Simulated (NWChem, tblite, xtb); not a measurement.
**A ladder of methods for BGeNH5 (SMILES B[N][GeH3])**

BGeNH5: 8 atoms, total charge 0, spin state doublet. SMILES: `B[N][GeH3]`. The shape is that of a PBE0-D4/def2-TZVP optimisation.

```xyz
8

B    -0.8107    1.0442   -1.1698
N    -0.1484    0.2680   -0.3042
Ge    0.6698   -0.8234    0.9005
H    -1.7526    0.6002   -1.7829
H    -0.4714    2.1899   -1.3459
H     0.8329   -0.0464    2.2138
H     2.0317   -1.2579    0.3434
H    -0.2590   -2.0317    1.0893
```

Quantity: the dipole moment, in D. The values are calculated.

| level | kind | program | value (D) | CPU time |
| --- | --- | --- | --- | --- |
| IPEA1-xTB | semi-empirical | tblite | 0.78 | under 2 s |
| GFN2-xTB | semi-empirical | tblite | 0.12 | under 2 s |
| GFN1-xTB | semi-empirical | tblite | 0.38 | under 2 s |
| GFN0-xTB | semi-empirical | xtb | 0.25 | under 2 s |
| UHF/3-21G | Hartree–Fock | NWChem | 2.15 | 4.1 s |
| UHF/def2-SVP | Hartree–Fock | NWChem | 1.94 | 16 s |
| UPBE0/6-31G* (spherical functions) | global hybrid | NWChem | 1.79 | 32 s |
| UB3LYP/6-31G* (Cartesian functions) | global hybrid | NWChem | ? | 47 s |
| UPBE0/def2-SVP | global hybrid | NWChem | 1.77 | 35 s |

Task: Estimate the missing values from the other rows.

Result: As computed at these levels: UB3LYP/6-31G* (Cartesian functions): 1.74 D. All-electron rows without a relativistic Hamiltonian named are non-relativistic. The values span 0.12 to 2.15 D. Magnitudes only: a small dipole may point the other way at some levels. Sets without polarisation functions give poor dipoles. Without the sets that lack polarisation functions the rows with a basis span only 1.74 to 1.94 D. CPU times are rough (shared hosts, several kinds of processor): they show what a rung costs within a factor of a few.
